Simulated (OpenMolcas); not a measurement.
Ta3+ (d2) in a complex was computed by CASSCF with the d shell active (OpenMolcas, ANO-RCC-VTZP on the metal). Its lowest spin-free states, and all those of the highest spin:

```tsv
2S+1	Degeneracy	E (cm-1)
3	1	0.0
3	3	7707
1	2	8843
3	3	12063
1	1	14984
1	3	16413
1	3	17644
3	3	18074
1	2	22116
1	3	25611
1	1	37940
```

Task: Is the site octahedral, tetrahedral or cube-like, axial, or of lower symmetry?

Result: The states with 2S+1 = 3 have orbital degeneracies 1, 3, 3, 3. Threefold states need a cubic site. For d2 at this spin an octahedron puts the threefold T1 below the threefold T2 and a tetrahedron or cube puts the single A2 below the threefold T2, so the site is a tetrahedron or a cube, which this pattern cannot tell apart. The first gap at this spin, 7710 cm-1, is |10Dq| in ligand-field theory. The run had Ta3+ with 4 ligands (chloride) in tetrahedral coordination (Td) at 2.35 Å. A charge of +0.25 e stands 3.2 Å behind each ligand. Ligand basis ANO-RCC-VDZP.

Without dynamic correlation the repulsion within the d shell is too large (B by tens of per cent), so at a given field states of lower spin stand too high. The least metal-like active orbital is 73 % on the metal (Löwdin) and no ligand orbital is active, so the numbers are rough. With metal d orbitals alone the field can be off either way by tens of per cent. Ligand-to-metal charge-transfer states are missing. With no ligand orbital active B as a rule stays too high, so bands that hang on it stand too high and its fall with covalency is understated. No measured value stands beside these numbers; the geometry is a model, was not optimised and need not be the one that this ion takes.
